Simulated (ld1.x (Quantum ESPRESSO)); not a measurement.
**Au (Z = 79): variants of one TM potential**

Base potential:

Au (Z = 79), norm-conserving Troullier–Martins (Kleinman–Bylander form), made with ld1.x (Quantum ESPRESSO) 7.5 (PBE, scalar-relativistic). Core [Xe] 4f14, reference 5d10 6s0.75 6p0.25. Waves: 6s (bound): rc 2.50 bohr; 5d (bound): rc 1.40 bohr; 6p (bound): rc 2.55 bohr. Local part: the p channel. Core correction: none.

Cutoffs, loose and tight: the cutoffs (Ry, on a coarse ladder) from which the occupation-weighted sum of valence levels, in a spherical-Bessel basis at the reference potential, stays within 10 and 1 mRy of its value at 400 Ry. They do not see the model core or the augmentation charge, which bear on the density cutoff. Test errors are all-electron minus pseudo excitation energies from the reference, over the configurations 5d10 6s1 6p0; 5d10 6s0 6p0; 5d9 6s0 6p0; 5d10 6s0 6p1; 5d10 6s0.5 6p0; 5d8 6s0 6p0; 5d7 6s0 6p0. A dash means not determined; rows that change the core or the reference have their own tests.

A true bound ghost makes a file unfit for plane-wave use even where its test errors are small: the radial tests pick states by their node count and pass the ghost by.

| change | outcome | cutoff, loose | cutoff, tight | bound ghosts | largest test error (meV) |
| --- | --- | --- | --- | --- | --- |
| base | generated | 55 Ry | 90 Ry | none | -1245 |
| wave 6p (bound): rc 2.55 bohr becomes 6p (bound): rc 1.74 bohr | generated | 50 Ry | 90 Ry | s | -850 |
| wave 6p (bound): rc 2.55 bohr becomes 6p (bound): rc 2.06 bohr | generated | 50 Ry | 90 Ry | s | -1025 |
| wave 6p (bound): rc 2.55 bohr becomes 6p (bound): rc 2.58 bohr | generated | 55 Ry | 90 Ry | none | -1244 |
| wave 6p (bound): rc 2.55 bohr becomes 6p (bound): rc 2.88 bohr | generated | 55 Ry | 90 Ry | none | -1239 |
| wave 6p (bound): rc 2.55 bohr becomes 6p (bound): rc 3.34 bohr | generated | 55 Ry | 90 Ry | none | -1288 |
| wave 6p (bound): rc 2.55 bohr becomes 6p (bound): rc 3.82 bohr | generated | 55 Ry | 80 Ry | none | -1368 |

Reading the sweep of the p radius (base included, trends over the rows without a ghost): The loose cutoff stays near 55 Ry. The median size of the test errors (rows with all tests solved) stays near 2.3 meV. Bound ghosts are found at 1.74, 2.06 bohr.
